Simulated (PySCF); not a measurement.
Molecule: `O=C(Cl)c1ccsc1`, C5H3ClOS.

Geometry (Å), atoms numbered from 1 in this order:
```xyz
11

O    -2.143   -1.528    0.293
C    -1.771   -0.454   -0.050
Cl   -2.948    0.766   -0.628
C    -0.379    0.011   -0.052
C     0.687   -0.839    0.383
C     1.900   -0.221    0.305
S     1.756    1.389   -0.295
C     0.066    1.253   -0.451
H     0.528   -1.859    0.734
H     2.879   -0.620    0.568
H    -0.539    2.078   -0.823
```

Geometry PBE0-D3(BJ)/def2-SVP throughout; GIAO in PySCF 2.14, gas phase, one conformer, non-relativistic; equivalent atoms averaged; functional PBE0.

For orientation, 6-31G gives these shifts δ (against H2O, TMS, HCl, CS2 at the same level): O1 529.6, C8 142.4, C2 160.8, C4 133.9, C5 123.1, Cl3 379.2, S7 200.3, H9 7.76, H10 7.16 ppm.

A run gave: O1 526.2, C8 146.1, C2 166.5, C4 141.7, C5 132.0, Cl3 421.3, S7 268.0, H9 7.82, H10 7.38 ppm (shifts δ (against H2O, TMS, HCl, CS2 at the same level)).

Question: Which basis set was used in that run?
A. pcSseg-1
B. 6-311+G(2d,p)
C. STO-3G
D. 6-31G*

Answer: B. O1 tells them apart best: 6-311+G(2d,p) gives 526.2, 6-31G* gives 492.4, pcSseg-1 gives 555.1, STO-3G gives 461.6 ppm.
